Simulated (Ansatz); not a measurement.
Input for Ansatz (an electronic-structure program): U-B3LYP/def2-TZVPP on CF2 (SMILES F[C]F), 2S+1 = 1, a spin state set in the input, which need not be the lowest, at the other state's geometry.

Ansatz 0.2 input:
```yaml
crystal:
  periodic: [false, false, false]
  atoms:
    - {symbol: F, position_ang: [-1.13872194, -0.16682263, 0.00000000]}
    - {symbol: C, position_ang: [-0.00049114, 0.49709214, 0.00000000]}
    - {symbol: F, position_ang: [1.13904936, -0.16457213, 0.00000000]}
basis:
  gaussian:
    orbitals: def2-TZVPP
hamiltonian:
  xc: {name: B3LYP}
magnetization: {spin_polarized: true, initial_magnetization: 0}
```

Q: What total energy does the run end on?

A: -237.7906 hartree.
